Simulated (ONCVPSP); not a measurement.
## Scattering properties, ONCV potential for C

* Element: C (Z = 6)
* Generator: ONCVPSP 4.0.1
* Type: optimised norm-conserving Vanderbilt (ONCV)
* Functional: PBE
* Relativity: scalar-relativistic
* Frozen core: [He]
* Valence charge: 4
* Reference configuration: 2s2 (charge +2)
* Partial waves: 2s: rc 1.00 bohr, ncon 4, nbas 8, qcut 6.1 1/bohr, 2 projectors, debl 2.4 Ha; p scattering state at 0.18 Ha: rc 1.00 bohr, ncon 3, nbas 8, qcut 9.2 1/bohr, 2 projectors, debl 2.8 Ha; d scattering state at 0.41 Ha: rc 1.05 bohr, ncon 3, nbas 6, qcut 10.5 1/bohr, 3 projectors, debl 3.7 Ha
* Local potential: polynomial inside 0.95 bohr (lpopt 5, dvloc0 0 Ha)
* Core correction: Teter function, fcfact 5.75, rcfact 1.15

In the p channel the program set the typed energies aside and used 0.050, 2.850 Ha.

The phase is arctan(r·R′/R) of the radial function R(r), unwrapped; energies in Ha, scanned from -3 to 5 Ha. A pole is an energy at which the radial function vanishes at the test radius. The pseudo phase is shifted by a multiple of π to meet the all-electron one at the reference energy, and phase errors are pseudo minus all-electron; the curves can meet again beyond the range given. Levels narrower than the energy grid can be missing from the lists of poles.

| channel | radius (bohr) | reference energy (Ha) | poles, all-electron | poles, pseudo | unbroken range about the reference energy with phases within 0.05 rad | phase error 1 Ha above the reference energy (rad) |
| --- | --- | --- | --- | --- | --- | --- |
| s | 1.01 | -1.48 | 4.97 | 4.88 | the whole range | -0.000 |
| p | 1.01 | 0.05 | 2.69 | 2.69 | the whole range | -0.000 |
| d | 1.06 | 0.41 | none | none | the whole range | -0.000 |

Phases in the p channel:

```csv
E (Ha),all-electron,pseudo
-2.98,0.384,0.384
-2.76,0.264,0.264
-2.54,0.129,0.129
-2.32,-0.020,-0.020
-2.10,-0.176,-0.176
-1.88,-0.334,-0.334
-1.66,-0.485,-0.485
-1.44,-0.625,-0.625
-1.22,-0.750,-0.750
-1.00,-0.860,-0.860
-0.78,-0.955,-0.955
-0.56,-1.036,-1.037
-0.34,-1.107,-1.107
-0.12,-1.169,-1.169
0.10,-1.222,-1.222
0.32,-1.269,-1.269
0.54,-1.311,-1.311
0.76,-1.348,-1.348
0.98,-1.382,-1.382
1.20,-1.412,-1.412
1.42,-1.440,-1.440
1.64,-1.466,-1.466
1.86,-1.490,-1.490
2.08,-1.513,-1.513
2.30,-1.535,-1.535
2.52,-1.555,-1.555
2.74,-1.575,-1.575
2.96,-1.595,-1.595
3.18,-1.613,-1.613
3.40,-1.632,-1.632
3.62,-1.651,-1.651
3.84,-1.670,-1.670
4.06,-1.689,-1.689
4.28,-1.709,-1.709
4.50,-1.729,-1.729
4.72,-1.750,-1.750
4.94,-1.773,-1.773
```
